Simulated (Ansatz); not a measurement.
Geometry optimisation, RKS PBE0/def2-SVP (Ansatz 0.2.0).

Input file:

```yaml
crystal:
  periodic: [false, false, false]
  atoms:
    - { symbol: C, position_ang: [-1.1486, -1.3604, 0.28] }
    - { symbol: Si, position_ang: [-0.0492, -0.1872, 1.2049] }
    - { symbol: O, position_ang: [1.5215, -0.3335, 0.5575] }
    - { symbol: Al, position_ang: [1.2263, 1.356, -0.0676] }
    - { symbol: Te, position_ang: [0.6986, 2.9775, -2.0586] }
    - { symbol: H, position_ang: [-0.8833, -2.3528, 0.4178] }
    - { symbol: H, position_ang: [-2.2054, -1.1781, 0.6471] }
    - { symbol: H, position_ang: [-1.1223, -1.0531, -0.8198] }
    - { symbol: H, position_ang: [-0.018, -0.2592, 2.7151] }
    - { symbol: H, position_ang: [1.98029, 2.53041, -0.71864] }
basis:
  gaussian: { orbitals: def2-SVP }
hamiltonian:
  xc: pbe0
relax:
  f_tol: 0.02
  max_steps: 50
output:
  orbitals: {}
```

Command:

```bash
$ ansatz run input.yaml --threads 2 --pin off --max-ram 3072MiB --backend cpu --events-out ev --progress --plain --runs-dir out
```

Problem. Where does it end, and by what steps?

Solution. The run converged. After 15 steps the energy has fallen by 2.245 eV; H10 moved furthest, 1.22 Å. Parted: Al4–H10.

```
step  energy less start (eV)  largest force component (eV/Å)  accepted
   0                  0.0000                           3.366       yes
   1                 -0.9123                           2.098       yes
   2                 -1.4399                           0.552       yes
   3                 -1.7079                           0.535       yes
   4                 -1.8771                           0.409       yes
   5                 -2.0042                           0.248       yes
   6                 -2.1081                           0.197       yes
   7                 -2.1624                           0.221       yes
   8                 -2.1971                           0.163       yes
   9                 -2.2242                           0.143       yes
  10                 -2.2392                           0.082       yes
  11                 -2.2415                           0.130       yes
  12                 -2.2425                           0.156       yes
  13                 -2.2445                           0.050       yes
  14                 -2.2446                           0.026       yes
  15                 -2.2447                           0.019       yes
```

```xyz
10
Properties=species:S:1:pos:R:3
C -1.238 -1.632 0.397
Si -0.281 -0.175 1.072
O 1.225 0.138 0.333
Al 0.459 1.671 -0.083
Te 1.479 3.574 -1.402
H -0.725 -2.568 0.672
H -2.249 -1.661 0.834
H -1.328 -1.590 -0.698
H -0.215 -0.287 2.564
H 2.874 2.669 -1.531
```

Whether the end is a true minimum wasn't checked by a vibrational analysis.

The run took 77 s on 2 threads of Arm Neoverse V1 (shared host), peak memory 0.31 GiB.
